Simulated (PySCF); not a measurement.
C5H12Be, SMILES [CH](C)([Be][CH2]C)C (GFN2-xTB optimised geometry):

```
18

Be    -0.243    -0.725     0.000
C     -1.933    -0.346     0.000
C     -2.063     1.190    -0.077
H     -2.498    -0.660     0.883
H     -2.522    -0.748    -0.831
H     -1.606     1.581    -0.984
H     -1.582     1.671     0.773
H     -3.112     1.491    -0.077
C      1.496    -0.725     0.000
C      1.968     0.163     1.168
C      2.029    -0.112    -1.309
H      2.039    -1.671     0.118
H      3.053     0.286     1.143
H      1.524     1.156     1.115
H      1.701    -0.275     2.128
H      1.804    -0.752    -2.161
H      3.112     0.017    -1.260
H      1.588     0.866    -1.497
```

Level of theory: PBE0/def2-SVP run with PySCF.

### Question
What are the frontier orbital energies and the dipole moment?

### Answer
HOMO-2 -9.04 eV, HOMO-1 -7.94 eV, HOMO -7.23 eV, LUMO 0.11 eV, LUMO+1 0.21 eV; dipole moment 0.23 D.

On the same geometry PBE/def2-SVP (PySCF 2.14.0) gives HOMO-2 -7.62 eV, HOMO-1 -6.59 eV, HOMO -5.91 eV, LUMO -0.69 eV, LUMO+1 -0.60 eV; dipole moment 0.17 D.

Meta-Löwdin charges at PBE0/def2-SVP: Be1 1.13, C2 -0.74, C3 -0.29, H4 0.10, H5 0.10, H6 0.09, H7 0.09, H8 0.10, C9 -0.59, C10 -0.30, C11 -0.30, H12 0.09, H13 0.09, H14 0.09, H15 0.09, H16 0.09, H17 0.09, H18 0.09.
